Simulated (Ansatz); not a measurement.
`[SiH3][AlH][Al]1[CH2][CH2]1` + PH₃ → `[SiH3][AlH][PH2]` + `[CH2]1[CH2][AlH]1` at 500 K and 1 bar (cleavage of the Al–Al bond).

Isolated molecules relaxed with PBE0-D4/def2-TZVP in Ansatz; ΔE leaves out vibrations. CCSD(T)/CBS is the MP2 limit (def2-TZVPP, def2-QZVPP) plus CCSD(T) − MP2 in def2-TZVPP, frozen cores. This one scheme is used for every species. One conformer a species, not always the lowest.

```csv
species,CCSD(T)/CBS energy (Eh),H − E (kJ/mol),S (J/(mol·K))
`[SiH3][AlH][Al]1[CH2][CH2]1`,-853.94881,280.9,506.3
PH₃,-342.72256,81.5,231.4
`[SiH3][AlH][PH2]`,-875.62424,173.6,420.2
`[CH2]1[CH2][AlH]1`,-321.05314,183.4,316.4
```

H − E and S are ideal-gas, rigid-rotor, harmonic terms from PBE0-D4/def2-TZVP, for one conformer and one mirror image of each species. 1 Eh = 2625.50 kJ/mol, R = 8.31446 J/(mol·K).

Problem. By hand: ΔE, ΔH, ΔS and ΔG.

Solution. ΔE = (-875.62424) + (-321.05314) − (-853.94881) − (-342.72256) = -0.00601 Eh = -15.8 kJ/mol. Δ(H − E) = 173.6 + 183.4 − 280.9 − 81.5 = -5.4, so ΔH = -21.2 kJ/mol. ΔS = 420.2 + 316.4 − 506.3 − 231.4 = -1.1 J/(mol·K). ΔG = -21.2 − 500 × (-1.1)/1000 = -20.6 kJ/mol.

Problem. By hand: the equilibrium constant, and the temperature at which ΔG would vanish if ΔH and ΔS stayed fixed.

Solution. log₁₀ K = −ΔG/(RT ln 10) = 2.2. ΔG = 0 at ΔH/ΔS = 19273 K, far beyond where these terms or the molecules hold.

The number of gas molecules stays the same, so ΔS is small and ΔH decides. A doubt of 5 kJ/mol in ΔE shifts log₁₀ K by 0.5 here. Other conformers and mirror images would add mixing entropy, several J/(mol·K) or more a flexible species. Modes under 60 cm⁻¹, often nearly free rotors, make the harmonic entropy too high. These are equilibria of isolated gas molecules and say nothing of rates. Largest T1 diagnostic: 0.017 (customary marks: 0.02 for closed shells, 0.045 for open ones).
